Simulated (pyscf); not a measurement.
`[F][Zn][Cl]`, singlet

Gas-phase minimum from PySCF at ωB97X-D3(BJ)/def2-SVP, one conformer. 

```xyz
3

F      1.4318     0.5173    -1.6816
Zn     1.0312     0.0684    -0.0502
Cl     0.5561    -0.4761     1.9107
```
Charge 0, spin multiplicity 1.

Bond lengths (Å): F1–Zn2 1.739, Zn2–Cl3 2.090. Bond angles (°): F1–Zn2–Cl3 179.8.

Properties at ωB97X-D3(BJ)/def2-SVP:

```yaml
harmonic_wavenumbers_unscaled: 124, 124, 420, 721 cm⁻¹
zero_point_energy: 2.0 kcal/mol
rotational_symmetry_number: 1
Entropy of this conformer at 298 K and 1 atm, rigid rotor and harmonic oscillator, modes under 100 cm⁻¹ raised to 100: 271.9 J/(mol K)
dipole_moment: 0.18 D
```

Single-point totals, which compare only within one level (frozen core for MP2 and CC):

```tsv
level	total energy (hartree)
ωB97X-D3(BJ)/def2-TZVP	-2339.55419
PBE/def2-TZVP	-2339.03409
r²SCAN/def2-TZVP	-2339.49865
B3LYP-D3(BJ)/def2-TZVP	-2339.65084
PBE0-D3(BJ)/def2-TZVP	-2339.08847
M06-2X/def2-TZVP	-2339.51138
ωB97M-D3(BJ)/def2-TZVP	-2339.67893
HF/def2-TZVPP	-2336.89151
MP2/def2-TZVPP	-2338.15604
CCSD/def2-TZVPP	-2338.08853
CCSD(T)/def2-TZVPP	-2338.12045
```

The CCSD(T) − MP2 part came from Ansatz, without density fitting, on the same reference. The frozen core leaves the outer d or s,p core shells of the metals and heavy elements correlated in the MP2 and CC values, and def2-TZVPP describes them poorly, so these totals are far from the basis limit. Elements up to Kr have no core potential and no relativistic terms here.
